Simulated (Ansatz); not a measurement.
Job for Ansatz (a first-principles code): U-CCSD(T)/cc-pVDZ on BrF, a point of a bond scan (R = 1.774 Å). The run froze 15 orbitals, filled d shells among them.

Ansatz 0.2 input:
```yaml
crystal:
  periodic: [false, false, false]
  atoms:
    - {symbol: Br, position_ang: [-0.00000000, -0.00000000, -0.36293761]}
    - {symbol: F, position_ang: [0.00000000, 0.00000000, 1.41142405]}
basis:
  gaussian:
    orbitals: cc-pVDZ
correlation: {method: ccsd_t, electrons: outside_noble_gas}
scf: {omitted_lower_state_checks: [cluster_reference]}
magnetization: {spin_polarized: true, initial_magnetization: 0}
```

It printed:

```
WARN ansatz: RAYON_NUM_THREADS=1 ignored (pool sized by the plan → 1); use --threads N
Functional definition: HF
these checks for a lower state are left out or cut short: cluster_reference
integrals: 0.02 GiB planned
446 factors; integrals over basis functions are off by at most 7.5e-4 eV
mean field: 0.11 GiB planned
mean field evaluation 1: about -72701.3171 eV, gradient 1.3e1 eV
mean field evaluation 2: about -72701.3194 eV, gradient 1.3e1 eV
mean field evaluation 4: about -72701.9378 eV, gradient 1.3e0 eV
mean field evaluation 8: about -72701.9449 eV, gradient 3.2e-5 eV
mean field evaluation 16: about -72700.5559 eV, gradient 5.8e0 eV
mean field -72701.94489575 eV, -2671.7471957706 hartree, gradient 1.2e-6 eV, S^2 0.000000; 2 other end points of the search recorded, 0 dependent functions left out
15 core orbitals not correlated
reference -72701.94489575 eV, -2671.7471957706 hartree; 7, 7 occupied and 19, 19 virtual orbitals, 446 factors
second order -8.35558956 eV of doubles, -0.00000000 eV of singles
coupled cluster: 0.07 GiB planned
cycle   1  -8.47429946 eV  change   -1.2e-1 eV  update   6.7e-2
cycle   2  -8.67734807 eV  change   -2.0e-1 eV  update   2.2e-2
cycle   3  -8.73652247 eV  change   -5.9e-2 eV  update   1.1e-2
cycle   4  -8.73349941 eV  change    3.0e-3 eV  update   2.5e-3
cycle   5  -8.73363630 eV  change   -1.4e-4 eV  update   1.1e-3
cycle   6  -8.73350870 eV  change    1.3e-4 eV  update   3.1e-4
cycle   7  -8.73343939 eV  change    6.9e-5 eV  update   1.1e-4
cycle   8  -8.73347607 eV  change   -3.7e-5 eV  update   4.4e-5
cycle   9  -8.73347558 eV  change    4.9e-7 eV  update   1.5e-5
perturbative correction -0.16986982 eV, -0.0062426009 hartree
Total energy: -72710.84824115 eV, -2672.0743876793 hartree
Checks for a lower state left out: cluster_reference
```

The calculation finished and met its thresholds.

Cost: about 1.8 core-seconds (a rough figure).
